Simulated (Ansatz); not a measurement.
GeH$_{9}$NSi$_{2}$, SMILES `[SiH3][N]([SiH3])[GeH3]`. Charge 0, multiplicity 1.

| atom | x (Å) | y (Å) | z (Å) |
| --- | --- | --- | --- |
| Si1 | 0.113 | 0.073 | 1.761 |
| N2 | 0.039 | 0.066 | 0.035 |
| Si3 | 1.260 | 0.733 | -0.990 |
| Ge4 | -1.387 | -0.807 | -0.775 |
| H5 | 0.425 | -1.274 | 2.316 |
| H6 | 1.173 | 1.023 | 2.189 |
| H7 | -1.197 | 0.493 | 2.330 |
| H8 | 2.275 | -0.276 | -1.403 |
| H9 | 0.615 | 1.249 | -2.230 |
| H10 | 1.957 | 1.841 | -0.288 |
| H11 | -1.998 | -1.747 | 0.276 |
| H12 | -0.851 | -1.601 | -1.977 |
| H13 | -2.425 | 0.226 | -1.243 |

Problem. What are the harmonic wavenumbers in cm⁻¹ at PBE0-D4/def2-TZVP (Ansatz, finite differences of forces, unscaled)? (An estimate is asked.)

Solution. Ansatz gave: 39i, 71, 83, 142, 146, 169, 429, 592, 622, 664, 671, 704, 719, 843, 870, 880, 930, 933, 942, 946, 965, 967, 1001, 1041, 2156, 2156, 2164, 2199, 2202, 2206, 2213, 2224, 2235.
